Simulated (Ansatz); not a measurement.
Reaction R1 → 2 P1, each structure at its B3LYP-D3(BJ)/def2-TZVP stationary point, reached from a drawn start (curvature not checked).
R1, O2 (SMILES O=O) (charge 0, multiplicity 3):
```csv
atom,x (Å),y (Å),z (Å)
O,-0.6021,0.0000,0.0000
O,0.6021,0.0000,0.0000
```
P1: O atom, charge 0, multiplicity 3.

P less R. No zero-point or thermal terms; open shells are unrestricted; no spin–orbit coupling.

Correlated levels freeze the cores.

Run with Ansatz (Gaussian basis) for Hartree–Fock, density functionals and correlated methods. No computed number here is a measurement.

The comparison value is 117.18 kcal/mol (CCSD(T)/cc-pVQZ). It is a level with limits of its own, not the exact answer.

Order these levels by how close they come to the comparison value for the reaction energy, closest first: wB97X-V/def2-TZVPP, PBE/def2-TZVPP, B97M-V/def2-TZVPP, CAM-B3LYP/def2-TZVPP, HF/cc-pVQZ. Give each level's value less the comparison value.

B97M-V/def2-TZVPP (5.24 kcal/mol), CAM-B3LYP/def2-TZVPP (7.28 kcal/mol), wB97X-V/def2-TZVPP (9.34 kcal/mol), PBE/def2-TZVPP (26.69 kcal/mol), HF/cc-pVQZ (-83.69 kcal/mol)

Ansatz is a first-principles code.
